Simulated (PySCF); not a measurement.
**C₆ coefficients of unlike pairs at PBE0**

Calculated with PySCF 2.14 from the dipole response of each species, C₆(A,B) = (3/π) ∫ α_A(iu) α_B(iu) du, in atomic units, from isotropic polarisabilities. For ions this is the dispersion term alone; charge-induced terms of lower order in 1/R come first.

```tsv
species	configuration	basis	relativity	α (bohr³)	C₆ (like pair)
Cl⁺	[Ne] 3s2 3p4 (3P)	aug-cc-pCVTZ-DK with one added diffuse shell each of s, p, d, f type (9s8p6d4f)	spin-free X2C	8.675	41.06
Bi³⁺	[Xe] 4f14 5d10 6s2 (1S)	aug-cc-pwCVTZ-DK3 with one added diffuse shell each of s, d, f type (12s10p9d6f1g)	spin-free X2C	9.928	60.37
Tc²⁺	[Kr] 4d5 (6S)	def2-QZVPPD with the def2 core potential (28 electrons) (7s5p4d4f2g)	core potential	8.849	47.67
Cl	[Ne] 3s2 3p5 (2P)	dyall-av3z (19s12p3d2f)	none	14.61	93.02
```

(1) Estimate C₆ for Tc²⁺ with Bi³⁺.

No spin-orbit coupling is included.

The other pairs:

```
     pair     C₆
Tc²⁺, Cl⁺  43.87
Bi³⁺, Cl⁺  49.11
 Cl, Tc²⁺  65.08
 Cl, Bi³⁺  72.78
  Cl, Cl⁺  61.48
```

Results:

(1) The integral gives 53.55. The combination rule 2 C_A C_B / (C_A α_B/α_A + C_B α_A/α_B) gives 53.65 and the geometric mean 53.65.
